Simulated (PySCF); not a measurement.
FeBr2, SMILES [Br][Fe][Br] (connectivity only; charge and spin as stated), neutral, multiplicity 5.

Geometry: PBE0-D3(BJ)/def2-SVP. The spin state was assumed, not searched.

All values below come from r2SCAN/def2-TZVPD (PySCF).

The molecule is in vacuum.

Computed frontier levels, dipole moment and polarisability:
```
Property                                                          Result
-----------------------------------------------  -----------------------
α spin, highest occupied and lowest empty level       -7.36 and -1.79 eV
β spin, highest occupied and lowest empty level       -6.24 and -4.98 eV
dipole moment                                                  0.000 e·Å
mean static polarisability                         77.0 bohr³ (11.41 Å³)
polarisability, principal values                 55.8, 55.8, 119.4 bohr³
⟨S²⟩                                             6.013 (pure state 6.00)
```
